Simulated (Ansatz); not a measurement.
Molecule: HTe, charge 0, multiplicity 2. 
Geometry from a B3LYP-D3(BJ)/def2-TZVP (Ansatz, a program for electronic structure) optimisation:
```xyz
2

Te     0.0000     0.0000    -0.0314
H      0.0000     0.0000     1.6331
```
Charge 0, spin multiplicity 2.

Wanted: atomisation energy (electronic, to ground-state atoms), in kcal/mol. Cores are frozen in the correlated levels unless marked. Open shells are spin-unrestricted. No spin-orbit coupling. The frozen core is the preceding noble-gas configuration, with the filled d and f shells of earlier blocks. In def2 rows, elements after Kr have scalar-relativistic effective core potentials. STO-3G rows are all-electron and non-relativistic. The coupled-cluster limit lacks core correlation, which all-electron functionals hold. Basis-set limits of correlation are two-point, X^-3; Hartree-Fock from the larger set.

```csv
level,program,atomisation energy (kcal/mol)
HF/def2-SVP,Ansatz,42.1
HF/def2-TZVPP,Ansatz,43.4
PBE-D4/def2-TZVPD,Ansatz + dftd4,69.2
revPBE/def2-TZVPD,Ansatz,66.8
B3LYP-D4/def2-TZVPD,Ansatz + dftd4,69.9
PBE0-D3(BJ)/def2-TZVPD,Ansatz + dftd3,67.6
BHLYP-D3(BJ)/def2-TZVPD,Ansatz + dftd3,67.5
```

**Question.** Estimate the value at CCSD(T)/CBS(def2-TZVPPD,def2-QZVPPD) as computed with Ansatz.

**Answer.** 68.3 kcal/mol
